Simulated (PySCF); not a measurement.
Structure problem from calculated spectra and properties.

Formula: C3H11Ge2NO.

* Valence photoelectron: vertical ionisation energy: 7.53 eV [ΔSCF PBE0/def2-SVPD]
* Dipole: 0.76 D [PBE0/def2-SVPD]
* UV, strongest line: among the 10 lowest singlet transitions: S5 at 5.88 eV (211 nm, f = 0.130) [TDDFT PBE0/def2-SVPD]
* Rotational structure: rotational constants A, B, C: 1.309, 0.888, 0.538 GHz [PBE0-D3(BJ)/def2-SVP]
* Polarisability: 112.3 au [PBE0/def2-SVPD]
* 13C NMR: chemical shifts (computed TMS as zero) by class: 168.3 (1 C), 56.9 (1 C), 54.4 (1 C) ppm [GIAO PBE0/pcSseg-1]
* UV, first state: lowest singlet excitation: 4.92 eV (252 nm, f = 0.000) [TDDFT PBE0/def2-SVPD]
* Triplet: lowest triplet excitation (Tamm–Dancoff): 4.38 eV [TDA PBE0/def2-SVPD]
* NMR, other nuclei: isotropic shieldings of nuclei other than C and H, by class: 205 (1 N), 212 (1 O), 1471 (2 Ge) ppm [GIAO PBE0/pcSseg-1]

Gas-phase values; electronic properties from PySCF, density fitting. Levels stand in brackets. Isolated species at its PBE0-D3(BJ)/def2-SVP geometry (one conformer only). The calculation is non-relativistic and has no spin–orbit coupling, an omission that weighs most on germanium. NMR values are class means; diastereotopic atoms form classes of their own.

Q: What is the compound? Reason from the data.

A: Numbering: `[CH2:1]=[C:2]([O:3][CH3:4])[N:5]([GeH3:6])[GeH3:7]`. 3 carbons fall into 3 classes; from least to most shielded: vinylic carbon bearing oxygen [C2] (168.3 ppm), terminal =CH2 carbon [C1] (56.9 ppm), methoxy carbon [C4] (54.4 ppm). The other shieldings belong to: 205 ppm, nitrogen bonded to C and 2 Ge [N5]; 212 ppm, ether oxygen [O3]; 1471 ppm, germanium bonded to N and 3 H [Ge6/Ge7]. The first electron is taken from the HOMO, whose largest Löwdin shares are 0.38 on the terminal =CH2 carbon, 0.21 on the nitrogen bonded to C and 2 Ge, 0.18 on the vinylic carbon bearing oxygen and 0.05 on the ether oxygen. The optimised geometry has point group Cs and is an asymmetric top. Structure: `C=C(OC)[N]([GeH3])[GeH3]`. The assignments are read from this structure; whether some other isomer fits the data as well wasn't checked.

The values belong to the conformer `[CH2:1]=[C:2]([O:3][CH3:4])[N:5]([GeH3:6])[GeH3:7]`: C1–C2–O3–C4 0°, C1–C2–N5–Ge6 0°.
